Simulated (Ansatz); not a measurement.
Ansatz (an electronic-structure program) input (HF/3-21G): The .json file is the Basis Set Exchange's 3-21G.

Ansatz 0.2 input:
```yaml
crystal:
  periodic: [false, false, false]
  atoms:
    - {symbol: K, position_ang: [-0.00000000, -0.00000000, -0.70776611]}
    - {symbol: F, position_ang: [0.00000000, 0.00000000, 1.49417289]}
basis:
  gaussian:
    orbitals: 3-21G.json
hamiltonian:
  xc: {name: HF}
relax: {f_tol: 0.003, max_steps: 120}
```

Question: Predict the final energy.

Answer: -695.03194 Eh.
